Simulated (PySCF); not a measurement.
Compound: BCl2(SMe), CH3BCl2S.
SMILES: `CSB(Cl)Cl`

The closed-shell ground state was solved at several levels (PySCF, density fitting, gas phase, non-relativistic). One conformer (not necessarily the lowest) at the PBE0-D3(BJ)/def2-SVP geometry, without solvent, vibrations or thermal averaging.

| level | basis functions | total energy (Eh) | HOMO (eV) | LUMO (eV) | gap (eV) | dipole (D) |
| --- | --- | --- | --- | --- | --- | --- |
| wB97X-D/def2-SVPD | 145 | -1383.0012 | -9.67 | 0.51 | 10.18 | 2.32 |
| PBE0/pcSseg-1 | 121 | -1382.8777 | -7.90 | -1.17 | 6.73 | 2.36 |

Problem. Estimate the row for B3LYP/pcSseg-1, a basis of 121 functions; the other rows only guide the guess.

Solution. Total energy -1383.4569 Eh, HOMO -7.62 eV, LUMO -1.29 eV, gap 6.33 eV, dipole 2.29 D.

Problem. Over all these levels, which gives the widest orbital gap and which the narrowest?

Solution. wB97X-D/def2-SVPD (range-separated hybrid) has the widest, 10.18 eV, and B3LYP/pcSseg-1 (global hybrid, 20 % exact exchange) the narrowest, 6.33 eV. Functional and basis both differ between the two, so the spread mixes both effects.

Problem. How far do the dipole and the HOMO energy spread over the levels?

Solution. The dipole runs from 2.29 to 2.36 D (mean 2.32 D) and the HOMO from -9.67 to -7.62 eV.

The pairwise dispersion term of wB97X-D wasn't added to the energies; at a given geometry it leaves orbitals and properties as they are.
